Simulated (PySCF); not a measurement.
B2Cl3, SMILES Cl[B]B(Cl)Cl (connectivity only; charge and spin as stated), charge +1, multiplicity 1.

Coordinates come from a PBE-D3(BJ)/def2-SVP optimisation. The spin state was assumed, not searched. The isomer is the one that the SMILES or the coordinates give; other isomers of the formula were not compared. Other conformers were not sampled.

Method: r2SCAN/def2-TZVP run with PySCF.

Symmetry labels are those of the subgroup C2v that the program uses (full group C2v).

Computed valence orbital energies around the gap with their symmetry:
```csv
orbital,symmetry,energy (eV)
HOMO−7,B2,-16.71
HOMO−6,A1,-16.70
HOMO−5,B1,-16.51
HOMO−4,B2,-16.23
HOMO−3,B1,-14.97
HOMO−2,A2,-13.69
HOMO−1,B2,-13.40
HOMO,A1,-13.32
LUMO,B1,-10.09
LUMO+1,B2,-9.04
LUMO+2,B1,-6.21
LUMO+3,A1,-5.27
```
